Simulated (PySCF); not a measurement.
# Predicted spectroscopic data

PySCF 2.14.0 with density-fitted response routines calculation with GFN2-xTB geometry and shieldings: GIAO PBE0/pcSseg-1; averaged over atoms made equivalent by symmetry, fast rotation or ring inversion, non-relativistic Hamiltonian, one conformer, gas phase.

Shifts are taken against calculated references (same method and geometry level): 1H, 13C vs TMS. Splittings of carbon signals by F and P are missing where no couplings were computed. Where no couplings were computed, multiplicities follow the n + 1 count of equivalent neighbours, and m marks all less simple cases (inequivalent or close neighbours, rings, F or P nearby). Shifts are as computed. Against solution values, carbons near 30 ppm lie about +3 ppm off and those near 130 ppm about +5 ppm. Of 1211 compounds with measured shifts, 218 miss one by over three times the rms of a fit or turn the order of signals round; such compounds aren't used in these exercises. OH and NH positions are gas-phase values without hydrogen bonding to other molecules.

**1.** SMILES O[C@H]1CC12CCCCC2, C8H14O. 1H NMR (600 MHz, computed): δ 3.32 (m, 1H), 1.87 (m, 1H), 1.83 (m, 1H), 1.64 (m, 1H), 1.60 (m, 1H), 1.51 (m, 1H), 1.49 (m, 1H), 1.38 (m, 1H), 1.32 (m, 1H), 1.23 (m, 1H), 0.88 (br s, 1H), 0.65 (m, 1H), 0.47 (m, 1H), 0.42 (m, 1H). 13C{1H} NMR (computed): δ 60.3, 38.1, 32.5, 31.3, 29.4, 28.6, 27.8, 22.2.

**2.** `O=C[SiH2]/N=C(\C#N)C=O`, C4H4N2O2Si. 1H NMR (600 MHz, computed): δ 11.63 (t, 1H), 9.27 (s, 1H), 5.49 (d, 2H). 13C{1H} NMR (computed): δ 230.0 (CH), 195.0 (CH), 155.8 (C), 116.3 (C).

**3.** SMILES C[C@@H](O)C(=O)OC(C)(C)C, C7H14O3. 1H NMR (600 MHz, computed): δ 4.25 (q, 1H), 2.86 (br s, 1H), 1.59 (s, 9H), 1.32 (d, 3H). 13C{1H} NMR (computed): δ 185.7, 82.5, 71.2, 28.9, 25.5.

**4.** `O=C1C=C(F)[SiH2]C1`, C4H5FOSi. 1H NMR (600 MHz, computed): δ 6.54 (m, 1H), 4.67 (m, 2H), 2.02 (m, 2H). 13C{1H} NMR (computed): δ 206.9 (C), 201.4 (C), 138.7 (CH), 22.8 (CH2).
